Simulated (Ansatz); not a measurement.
Li₄Al₂⁺. Charge 1, multiplicity 2. Geometry r2SCAN-D4/def2-TZVP, that of the neutral singlet; atoms count from 1.

```xyz
6

Al   -0.221    0.056   -0.780
Al    0.254   -1.708    0.902
Li   -1.964   -0.092    1.133
Li    2.202   -1.249   -0.774
Li    1.109    0.823    1.451
Li   -1.380    2.170   -1.933
```

The structure comes from a short search, and lower isomers may exist.

Problem. Estimate the Mulliken populations from the PBE0/def2-TZVP orbitals of Ansatz.

Solution. 
```
atom  charge (e)  spin (α − β)
 Al1       -1.22          0.33
 Al2       -0.43          0.61
 Li3        0.66         -0.04
 Li4        0.69          0.01
 Li5        0.59         -0.03
 Li6        0.72          0.11
```
Mulliken values and Mayer orders depend strongly on the basis.

Problem. Where does the spin sit?

Solution. Summed by element: Al 0.94, Li 0.06, of 1 unpaired in all. Largest on single atoms: Al2 0.61, Al1 0.33, Li6 0.11.

Problem. And the Mayer bond orders between bonded heavy atoms (over 0.3)?

Solution. Al1–Al2 1.69 (2.48 Å); Al1–Li5 0.33 (2.71 Å); Al1–Li6 0.41 (2.67 Å).
